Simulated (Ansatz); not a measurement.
`NC(F)CO` and `OCC(F)[SiH3]` differ in one atom or group.

Ansatz, PBE0-D4/def2-TZVP geometries, multiplicity 1. Each molecule was computed in one conformer, which needn't be the lowest.

```json
{"property": "HOMO–LUMO gap (PBE0/def2-TZVPP) / eV", "`NC(F)CO`": "8.82"}
{"property": "HOMO energy (PBE/def2-TZVPP) / eV", "`NC(F)CO`": "-6.22"}
{"property": "HOMO–LUMO gap (PBE/def2-TZVPP) / eV", "`NC(F)CO`": "6.35"}
{"property": "size of the dipole moment (PBE/def2-TZVPP) / D", "`NC(F)CO`": "0.75"}
{"property": "size of the dipole moment (ωB97M-V/def2-TZVPP) / D", "`NC(F)CO`": "0.82"}
{"property": "LUMO energy (PBE/def2-TZVPP) / eV", "`NC(F)CO`": "0.13"}
```

Question: What does the change do to each property? (An estimate is asked.)

Answer: The calculation gave: 
```tsv
property	`OCC(F)[SiH3]`	shift
HOMO–LUMO gap (PBE0/def2-TZVPP) / eV	8.78	-0.04
HOMO energy (PBE/def2-TZVPP) / eV	-6.57	-0.35
HOMO–LUMO gap (PBE/def2-TZVPP) / eV	6.30	-0.05
size of the dipole moment (PBE/def2-TZVPP) / D	1.07	0.32
size of the dipole moment (ωB97M-V/def2-TZVPP) / D	1.15	0.33
LUMO energy (PBE/def2-TZVPP) / eV	-0.27	-0.40
```

Dipoles are sizes alone; their direction can turn.
